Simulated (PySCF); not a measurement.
## Worked example: oscillator strength and radiative lifetime

Si(H)(OH)(SH)2 (H₄OS₂Si), SMILES O[SiH](S)S.

Geometry optimised at PBE-D3(BJ)/def2-SVP. The values are those of a single conformer.

TDA-PBE0/def2-SVPD (PySCF) puts the first singlet state with f over 0.02 at 6.48 eV (vertical), with the transition dipole (0.125, -0.391, -0.061) in atomic units.

**Question.** Find the oscillator strength, the wavelength and the radiative lifetime that this transition would have in vacuum if emission retraced absorption.

**Answer.** 
|μ|² = 0.1722 au, so |μ| = 1.05 D. ΔE = 6.48/27.211 = 0.2381 hartree. f = (2/3) ΔE |μ|² = 0.027 (the program prints 0.027).
λ = 1239.84/6.48 = 191 nm; ν = 52265 cm⁻¹.
Einstein's coefficient A = 0.6670 ν² f s⁻¹ (ν in cm⁻¹) = 5.0e7 s⁻¹, so τ = 1/A = 20 ns. This state is S3; the lower singlets have f = 0.009, 0.007. The figure is the radiative limit of this one transition; relaxation, internal conversion, crossing to triplets and a medium change what is measured.
